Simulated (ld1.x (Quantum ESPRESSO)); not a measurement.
Values are calculated unless marked as measured or tabulated.
**Pseudopotentials across the periodic table**

Generated with ld1.x 7.5 (TM, RRKJ, ultrasoft, PAW), atompaw 4.2 or ONCVPSP 4.0.1. The cutoff is in Ry: for ld1.x and atompaw files where the sum of valence levels is converged to 10 mRy in a Bessel basis, for ONCV files where the hardest occupied wave has 1 mHa per electron of residual kinetic energy. The error is the largest all-electron minus pseudo excitation energy over each file’s own four to seven test configurations (ionisations up to +4, promotions, holes and added fractions of an electron), all of which were solved. The labels leave out finer settings (local radius, basis sizes, second energies), which also bear on the numbers. Spin-polarised tests are not counted. The rows are a selection from randomly drawn settings: files with unsolved tests, undetermined cutoffs or missed reference levels are left out.

A true bound ghost makes a file unfit for plane-wave use even where its test errors are small: the radial tests pick states by their node count and pass the ghost by.

| element | potential | cutoff (Ry) | largest error (meV) | bound ghosts |
| --- | --- | --- | --- | --- |
| N | TM, LDA (PZ), scalar-relativistic, rc 0.95/1.15 (sp), local s, core correction yes, reference 2s2 2p2.5 | 80 | +55 | none |
| Cl | ultrasoft, PBE, scalar-relativistic, rc 1.45/1.55 (sp), local smoothed, core correction no, reference 3s2 3p5 | 25 | +121 | none |
| Hg | TM, BLYP, non-relativistic, rc 2.50/3.75/1.30 (spd), local s, core correction yes, reference 5d10 6s2 6p0 | 70 | -760 | none |

Q: Fill in the row for Cr: PAW, LDA (PZ), scalar-relativistic, rc 2.35/4.00/1.40 (spd), local smoothed, core correction yes, reference 3d5 4s0 4p1.

A: cutoff 50 Ry, largest error -937 meV, bound ghosts: s.

Q: Fill in the row for Rh: TM, PBE, fully relativistic, rc 2.60/4.66/2.06 (spd), local s, core correction no, reference 4d8.5 5s0.5 5p0.

A: cutoff 50 Ry, largest error -624 meV, bound ghosts: none.

Q: Fill in the row for Mo: RRKJ, LDA (PZ), scalar-relativistic, rc 2.15/4.20/2.45 (spd), local s, core correction yes, reference 4d5 5s1 5p0.

A: cutoff 30 Ry, largest error -528 meV, bound ghosts: none.
